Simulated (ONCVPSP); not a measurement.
tungsten: ONCV pseudisation with PBE, scalar-relativistic reference atom.

* Element: tungsten
* Generator: ONCVPSP 4.0.1
* Type: optimised norm-conserving Vanderbilt (ONCV)
* Functional: PBE
* Relativity: scalar-relativistic
* Frozen core: [Kr] 4d10 4f14 5s2
* Valence charge: 12
* Reference configuration: 5p6 5d4 6s2
* Partial waves: 6s: rc 2.80 bohr, ncon 4, nbas 7, qcut 2.4 1/bohr, 2 projectors, debl 2.8 Ha; 5p: rc 1.95 bohr, ncon 5, nbas 9, qcut 8.7 1/bohr, 3 projectors, debl 3.7 Ha; 5d: rc 1.75 bohr, ncon 4, nbas 8, qcut 4.6 1/bohr, 2 projectors, debl 1.4 Ha
* Local potential: polynomial inside 1.65 bohr (lpopt 4, dvloc0 3 Ha)
* Core correction: Teter function, fcfact 2, rcfact 1.6

All-electron outer shells of the reference configuration (PBE, scalar-relativistic, ld1.x):

| shell | level (eV) | outermost node (bohr) | outermost maximum (bohr) |
| --- | --- | --- | --- |
| 5p | -43.20 | 0.57 | 1.09 |
| 4f | -33.21 | – | 0.43 |
| 6s | -5.71 | 1.28 | 2.67 |
| 5d | -4.48 | 0.63 | 1.49 |

**Question.** Does the generator finish with these settings?

**Answer.** Yes, a potential is produced and its reference levels are reproduced.

**Question.** Estimate the cutoffs (Ha) at which the residual kinetic energy of the hardest occupied pseudo-wave falls to 1 and 0.1 mHa per electron.

**Answer.** 23 Ha and 69 Ha.

**Question.** What does a ghost test show?

**Answer.** No bound ghost flagged; GHOST(+) flagged for s at 70.3 eV.

**Question.** Tests: 5p6 5d4 6s1; 5p6 5d4 6s0; 5p6 5d3 6s0; 5p6 5d5 6s0. Which has the largest error in its energy relative to the reference configuration, and how large is it?

**Answer.** 5p6 5d5 6s0, with -70 meV (all-electron minus pseudo) on +9.69 eV.
